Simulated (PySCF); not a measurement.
# C₆ coefficients of unlike pairs at UHF

Calculated with PySCF 2.14 from the dipole response of each species, C₆(A,B) = (3/π) ∫ α_A(iu) α_B(iu) du, in atomic units, from isotropic polarisabilities. For ions this is the dispersion term alone; charge-induced terms of lower order in 1/R come first.

| species | configuration | basis | relativity | α (bohr³) | C₆ (like pair) |
| --- | --- | --- | --- | --- | --- |
| I²⁺ | [Kr] 4d10 5s2 5p3 (4S) | aug-cc-pVTZ-PP with ECP28MDF (6s5p4d2f) | core potential | 14.04 | 94.55 |
| In⁺ | [Kr] 4d10 5s2 (1S) | aug-cc-pVTZ-DK3 (8s7p5d2f) | spin-free X2C | 29.35 | 201.2 |
| S²⁺ | [Ne] 3s2 3p2 (3P) | aug-cc-pVQZ-DK (7s6p4d3f2g) | spin-free X2C | 7.435 | 27.07 |
| S | [Ne] 3s2 3p4 (3P) | dyall-av3z (19s12p3d2f) | none | 18.84 | 128.8 |

(1) Estimate C₆ for In⁺ with I²⁺.

No spin-orbit coupling is included.

The other pairs:

| pair | C₆ |
| --- | --- |
| S²⁺, In⁺ | 70.34 |
| S²⁺, I²⁺ | 50.58 |
| S, S²⁺ | 58.48 |
| S, I²⁺ | 109.3 |
| S, In⁺ | 158.2 |

## Answers

(1) The integral gives 131.8. The combination rule 2 C_A C_B / (C_A α_B/α_A + C_B α_A/α_B) gives 129.4 and the geometric mean 137.9.
